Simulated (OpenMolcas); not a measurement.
A run on Ta I.

* Program: OpenMolcas
* Method: SS-CASPT2, IPEA 0.3 Eh, no level shift (closed shells correlated: none)
* Basis: ANO-RCC-VQZP [9s8p6d4f3g2h]
* Scalar Hamiltonian: DKH4, point nucleus
* Active space: 5 electrons in 5 orbitals (5d)
* State averaging: 2S+1 = 6 even, 1 root; 2S+1 = 4 even, 24 roots kept (CI in the orbitals of an earlier block); 2S+1 = 2 even, 45 roots kept (CI in the orbitals of an earlier block, 25 in the spin-orbit step)
* Spin-orbit coupling: RASSI with atomic mean-field integrals over the reference wave functions, term energies averaged over their components

First CASPT2 step and the start of its output:

```
&CASPT2
Multistate=1 1
Frozen=15 19
IPEA=0.3
MaxIter=60
WThr=0.0 0.3 0.05
PrWF=0.5
NoMix
```

```
--- CASPT2 ---
Orbital specifications:
      -----------------------

      Symmetry species                           1   2
                                                ag  au
      Frozen orbitals                           15  19
      Inactive orbitals                          0   0
      Active orbitals                            5   0
      Secondary orbitals                        46  55
      Deleted orbitals                           0   0
      Number of basis functions                 66  74
Type of calculation                        SS-CASPT2
      Fock operator                              state-specific
      IPEA shift                                 0.30
      Real shift                                 0.00
      Imaginary shift                            0.00
      The input orbitals will be transformed to quasi-canonical
Reference energy:      -15601.0694950512
      E2 (Non-variational):      -0.0600211092
      E2 (Variational):          -0.0600211092
      Total energy:          -15601.1295161604
      Residual norm:              0.0000000660
      Reference weight:           0.96378
      Contributions to the CASPT2 correlation energy
      Active & Virtual Only:         -0.0600211092
      One Inactive Excited:           0.0000000000
      Two Inactive Excited:           0.0000000000
::    CASPT2 Root  1     Total energy: -15601.12951616
--- CASPT2 ---
Orbital specifications:
      -----------------------

      Symmetry species                           1   2
                                                ag  au
      Frozen orbitals                           15  19
      Inactive orbitals                          0   0
      Active orbitals                            5   0
      Secondary orbitals                        46  55
...
```

Over all roots the printed reference weights run from 0.00 to 0.96, and roots that are degenerate in the reference spread by up to 560000 cm-1.

Q: Did the run give usable levels, and if not, why?

A: No. The equations converged, but the reference weight falls to 0.00 for at least one root against 0.96 for the best. A drop of that size marks an intruder state, so the energies of such roots and the levels built on them can't be trusted.
